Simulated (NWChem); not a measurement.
System meant: C2H6AuClS; SMILES C[S](C)->[Au][Cl]

Input file for NWChem:

```
start job
memory heap 200 mb stack 900 mb global 1100 mb
geometry units angstroms noautoz
  Au     0.000012    -0.416391    -0.084172
  Cl    -0.000642    -2.666328     0.192950
  C      1.395306     2.510102     0.573285
  S      0.000925     1.875827    -0.388679
  C     -1.388059     2.512030     0.579723
  H      1.357436     2.150425     1.609871
  H      1.381452     3.608743     0.539096
  H      2.308982     2.140111     0.090007
  H     -1.346177     2.151711     1.615904
  H     -2.304432     2.143886     0.100212
  H     -1.372331     3.610639     0.545965
end
basis spherical
  Au library def2-svp
  Cl library def2-svp
  C library def2-svp
  S library def2-svp
  H library def2-svp
end
dft
  xc pbe0
  iterations 150
  mulliken
end
task dft energy
```

End of the output:

```
          Convergence Information
          -----------------------
          Convergence aids based upon iterative change in
          total energy or number of iterations.
          Levelshifting, if invoked, occurs when the
          HOMO/LUMO gap drops below (HL_TOL):  1.00D-02
          DIIS, if invoked, will attempt to extrapolate
          using up to (NFOCK): 10 stored Fock matrices.

                    Damping( 0%)  Levelshifting(0.5)       DIIS
                  --------------- ------------------- ---------------
          dE  on:    start            ASAP                start
          dE off:    2 iters        150 iters           150 iters

      Screening Tolerance Information
      -------------------------------
          Density screening/tol_rho:  1.00D-10
          AO Gaussian exp screening on grid/accAOfunc:  14
          CD Gaussian exp screening on grid/accCDfunc:  20
          XC Gaussian exp screening on grid/accXCfunc:  20
          Schwarz screening/accCoul:  1.00D-08

      Superposition of Atomic Density Guess
      -------------------------------------

      charge =      79.0 Au (Gold)

      symmetry species            s     p     d     f
      number of basis functions = 7     6     5     1
      number of cont. functions = 6     3     2     1
      number of closed shells   = 6     4     2     1
      number of open shells     = 0     0     1     0
      open shell occupation     = 0     0     9     0
 ------------------------------------------------------------------------
 atomscf:atomd: error in atom scf                   0
 ------------------------------------------------------------------------
 ------------------------------------------------------------------------
  current input line :
    28: task dft energy
 ------------------------------------------------------------------------
 ------------------------------------------------------------------------
 This error has not yet been assigned to a category
 ------------------------------------------------------------------------
 For more information see the NWChem manual at https://nwchemgit.github.io

0:atomscf:atomd: error in atom scf:Received an Error in Communication
```

Find the fault in this run and fix the input.

The run crashed. Cause: the def2 basis of a heavy element holds valence functions alone and wants its effective core potential (without it all electrons must fit into that basis). This input runs:
```
start job
memory heap 200 mb stack 900 mb global 1100 mb
geometry units angstroms noautoz
  Au     0.000012    -0.416391    -0.084172
  Cl    -0.000642    -2.666328     0.192950
  C      1.395306     2.510102     0.573285
  S      0.000925     1.875827    -0.388679
  C     -1.388059     2.512030     0.579723
  H      1.357436     2.150425     1.609871
  H      1.381452     3.608743     0.539096
  H      2.308982     2.140111     0.090007
  H     -1.346177     2.151711     1.615904
  H     -2.304432     2.143886     0.100212
  H     -1.372331     3.610639     0.545965
end
basis spherical
  Au library def2-svp
  Cl library def2-svp
  C library def2-svp
  S library def2-svp
  H library def2-svp
end
ecp
  Au library def2-ecp
end
dft
  xc pbe0
  iterations 150
  mulliken
end
task dft energy
```
It converges to -1073.29435 Ha (PBE0/def2-SVP with def2 effective core potentials on Au).
